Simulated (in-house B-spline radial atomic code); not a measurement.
Values are calculated unless marked as measured or tabulated.
**Two electrons in InAs: a parabolic dot with ħω = 19.7 meV in all three directions**

For InAs the NSM archive of the Ioffe Institute lists m* = 0.023 m0 and ε = 15.15. In so narrow a gap the band flattens within tens of meV, so real spacings are smaller, by up to some tenths.

Effective-mass model with parabolic bands, a uniform dielectric constant, no image charges, no central-cell or spin-orbit terms. Two-electron levels come from full CI in B-splines with partial waves to l = 5 (up to 0.001 effective hartree above the limit).

(1) What are the effective units, and what is the potential in them?

In these units the lowest s and p orbitals lie at 10.8600 and 18.1000, and their Coulomb and exchange integrals are J_ss = 2.1469, J_sp = 1.7891 and K_sp = 0.3578. (For a parabolic well J_ss = √(2ω/π).) Full CI gives 23.7934 for the ground singlet, 30.3738 for the sp triplet, 31.0338 for the sp singlet and 37.6139 for the lowest triplet of two s orbitals.

(2) What does it cost to add the second electron, to first order and exactly?

(3) How far above the singlet do the triplets lie?

Answers

(1) Ha* = 27211.386 meV × 0.023/15.15² = 2.727 meV and a* = 0.0529177 nm × 15.15/0.023 = 34.86 nm. The frequency is ω = 7.24 Ha*. The one-electron levels are 3ω/2 = 10.8600 and 5ω/2 = 18.1000 Ha*.

(2) To first order E = 2ε_s + J_ss = 23.8669, so the charging energy E(2) − 2E(1) is J_ss = 5.854 meV. CI gives 23.7934 − 2 × (10.8600) = 2.0734, or 5.654 meV: relaxation and correlation lower it by 0.2004 meV, 3.4 % of J_ss. The s² configuration of one-electron orbitals holds 99.6 % of the state, and the mean radius is 15 nm.

(3) To first order the sp triplet lies at ε_s + ε_p + J_sp − K_sp = 30.3913, which is 17.79 meV above 2ε_s + J_ss. CI gives 30.3738 − (23.7934) = 6.5804, or 17.94 meV, 91 % of the orbital spacing of 19.74 meV. The ss triplet lies 37.69 meV up, so the lower of the two is the sp one, and its gap equals k_BT at 208 K. The sp singlet-triplet splitting is 1.8 meV, against 2K_sp = 1.951 meV. The sp singlet lies ħω above the ground state (7.2404 against 7.24), as Kohn's theorem demands for a parabolic well.
